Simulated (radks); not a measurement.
Q: These are the eigenvalues of the occupied orbitals of an atom or ion with whole-number occupations (eV). Method: scalar-relativistic Kohn-Sham, PBE, spin-polarised, spherical densities, finite nucleus; Fermi nuclear charge, rms radius of each element as measured or else 0.836 A^(1/3) + 0.57 fm; computed with a radial shooting solver on a logarithmic mesh with Libxc functionals.

1s up: -14276.51
1s down: -14276.35
2s up: -1979.801
2s down: -1979.694
2p up: -1764.156
2p down: -1764.042
3s up: -377.1127
3s down: -376.8245
3p up: -308.2480
3p down: -307.9250
3d up: -194.1132
3d down: -193.7209
4s up: -119.5040

Which element is it, and in what charge state? The configuration may be excited. Open shells, if any, are filled with parallel spins first.

A: Z = 36, krypton, charge +7: Kr7+ in [Ar] 3d10 4s1. The list shows which subshells hold electrons but not how many an open one holds; the 1s level, -524.65 hartree, gives Z - s = 32.4 by -(Z - s)^2/2, which with screening and relativity narrows Z to a few neighbours, and the depths of the outer levels then fix element, charge and occupations together.
